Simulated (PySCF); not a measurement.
Compound: 3-chloroanisole, C₇H₇ClO.
Numbering: `[CH3:1][O:2][c:3]1[cH:4][cH:5][cH:6][c:7]([Cl:8])[cH:9]1` (hydrogens: H10, H11, H12 on C1; H13 on C4; H14 on C5; H15 on C6; H16 on C9)

Method: PBE0-D3(BJ)/def2-SVP geometry optimisation, gas phase (PySCF 2.14.0); density fitting, grid level 2; the optimiser is geomeTRIC in internal coordinates, started from a GFN2-xTB structure.

Step 0: E = -21917.1086 eV
```
atom  x, y, z in Å  |  force x, y, z in eV/Å
C1      2.6408    0.5622    0.2551   -0.357  -0.496  -0.141
O2      1.7879   -0.5172   -0.0472   -0.346   0.243   0.108
C3      0.4493   -0.3535    0.1000    0.548  -0.243  -0.116
C4     -0.3409   -1.4624   -0.2137    0.154   0.040   0.003
C5     -1.7125   -1.3940   -0.0987    0.104   0.098   0.024
C6     -2.3317   -0.2289    0.3283   -0.105   0.025   0.015
C7     -1.5419    0.8620    0.6382   -0.202   0.199   0.085
Cl8    -2.2865    2.3282    1.1759   -0.060   0.130   0.047
C9     -0.1603    0.8196    0.5325    0.266   0.004  -0.022
H10     3.6503    0.1994    0.0677    0.303  -0.019  -0.026
H11     2.5525    0.8614    1.3041   -0.008   0.119   0.295
H12     2.4409    1.4245   -0.3886   -0.043   0.269  -0.161
H13     0.1505   -2.3633   -0.5441    0.246  -0.401  -0.153
H14    -2.3132   -2.2565   -0.3436   -0.268  -0.393  -0.113
H15    -3.4040   -0.1695    0.4189   -0.466   0.066   0.054
H16     0.4111    1.6969    0.7876    0.234   0.359   0.100
```

**Question.** Estimate the geometry and energy of step 1. (The exact step hangs on the optimiser's Hessian estimate; all steps are aligned on step 0, rigid shifts and turns removed.)

**Answer.** E = -21917.1419 eV, largest force 0.108 eV/Å
```
atom  x, y, z in Å  |  force x, y, z in eV/Å
C1      2.6272    0.5584    0.2564    0.078   0.072   0.019
O2      1.7870   -0.5191   -0.0446    0.028  -0.024  -0.013
C3      0.4581   -0.3660    0.0950   -0.040   0.033   0.016
C4     -0.3354   -1.4781   -0.2205    0.043  -0.041  -0.016
C5     -1.7140   -1.3982   -0.1004   -0.052  -0.078  -0.021
C6     -2.3369   -0.2259    0.3311   -0.069   0.029   0.014
C7     -1.5373    0.8676    0.6396    0.005   0.026   0.008
Cl8    -2.2748    2.3441    1.1801    0.022  -0.043  -0.016
C9     -0.1465    0.8184    0.5287    0.003   0.048   0.017
H10     3.6553    0.2184    0.0738   -0.031  -0.001   0.002
H11     2.5393    0.8686    1.3140   -0.011  -0.019  -0.039
H12     2.4239    1.4338   -0.3877   -0.007  -0.038   0.021
H13     0.1608   -2.3907   -0.5567   -0.014   0.025   0.009
H14    -2.3266   -2.2700   -0.3478    0.025   0.035   0.009
H15    -3.4213   -0.1570    0.4281    0.024  -0.003  -0.003
H16     0.4335    1.7046    0.7835   -0.004  -0.021  -0.006
```

The energy changes by -0.0333 eV. The first-order estimate −F·Δx gives -0.0708 eV and the mean of the old and new forces, exact on a quadratic surface, -0.0335 eV. The step makes an angle of 50° with the force vector and moves no atom by more than 0.032 Å.

The cost below is that of the whole optimisation. Time: 48 s wall; peak memory 0.78 GiB. Hardware: one thread of an AMD EPYC 9R45, no GPU (shared host).
